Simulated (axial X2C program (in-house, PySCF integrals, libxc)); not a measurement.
# Worked dissociation energy of BeIn⁻: PBE0, spin-free

Computed with an in-house relativistic program for diatomic molecules. Spin-free means the one-electron spin-free X2C Hamiltonian. Basis: In dyall-av4z [14s13p11d3f2g], Be dyall-av4z [11s11p7d5f2g] (cores contracted in-house); Gaussian nuclei, density fitting, unrestricted open shells. Masses: In 114.904 u, Be 9.012 u.

Molecular state: M_S = 1, Λ = 0 (beyond evenly filled blocks: π+α, π-α).

| Quantity | Value |
| --- | --- |
| E(In-) (2M_S = 2, M_L = 0) | -5880.680876 hartree |
| E(Be) (2M_S = 0, M_L = 0) | -14.639243 hartree |
| E(BeIn⁻) at Re | -5895.366585 hartree |
| ωe | 369.4 cm⁻¹ |
| ωexe | 3.39 cm⁻¹ |

(1) Work out De and D0.

One determinant describes the state; a PBE0 search over occupations chose it and may have missed a lower one. Dissociation energies refer to the lowest single-determinant-based atoms at the same level and basis. PBE0 can misorder states that lie within some tenths of an eV, so this need not be the ground state of the molecule. The nearest other spin-free determinant of the search, M_S = 1, Λ = 1, lies 0.24 eV up at the distance of the search. The highest occupied level of some functionals is positive through self-interaction error; at Hartree–Fock it is bound. The determinant is spin-polarised beyond a pure state at some levels (its spin-free form has ⟨S²⟩ too high), which makes Re and μ there less reliable. Spin-free De lacks the spin–orbit lowering of the heavy p-block atom, a tenth of an eV or more for 4p and 5p, up to an eV for 6p and one to two eV for 7p atoms, less what an open-shell molecule gains itself.

The levels of this run spread widely (ωe from 342 to 437 cm⁻¹), so these constants depend on the method.

Each atomic determinant is the lowest at this level and need not be a pure term. Totals compare only within one Hamiltonian and basis.

## Answers

(1) De = -5880.680876 + (-14.639243) − (-5895.366585) = 0.04647 hartree = 1.264 eV. The zero-point energy is ωe/2 − ωexe/4 = 184 cm⁻¹ = 0.023 eV, so D0 = 1.242 eV.
